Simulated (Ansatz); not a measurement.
Z-matrix (Å, degrees):
```
C
C 1 1.525
H 1 1.094 2 111.6
H 1 1.092 2 112.3 3 120.9
H 1 1.095 2 110.2 3 -118.8
C 2 1.523 1 112.7 3 59.5
Ga 2 1.965 1 110.9 3 -66.9
H 2 1.098 1 108.4 3 179.8
H 6 1.092 2 112.3 1 179.2
H 6 1.095 2 110.3 1 58.9
H 6 1.093 2 111.6 1 -60.1
Cl 7 2.153 2 124.4 1 147.6
O 7 1.777 2 122.5 1 -32.6
Si 13 1.636 7 137.0 2 -180.0
H 14 1.489 13 111.3 7 -59.5
H 14 1.487 13 108.2 7 -179.0
H 14 1.489 13 111.3 7 61.5
```

Total charge 0; spin multiplicity 1.

(1) List the PBE0/def2-TZVPP orbital energies in eV (Ansatz 0.2.0). (Best estimate.)

Results:

(1) The calculation gave: Occupied: -10147.74, -2767.01, -1802.69, -1253.53, -1109.74, -1109.63, -1109.59, -522.43, -278.93, -278.33, -278.30, -258.84, -197.10, -197.01, -196.98, -151.90, -144.94, -104.93, -104.69, -104.59, -99.62, -99.58, -99.58, -27.29, -24.22, -23.95, -23.92, -23.87, -23.62, -22.34, -22.04, -19.63, -16.67, -15.05, -13.31, -12.95, -12.24, -11.86, -11.23, -10.95, -10.68, -10.45, -10.11, -10.04, -9.18, -9.09, -8.57, -8.56, -8.13. Lowest empty: -0.90, -0.64, 0.83, 1.30, 1.64, 1.95, 2.02, 2.25.
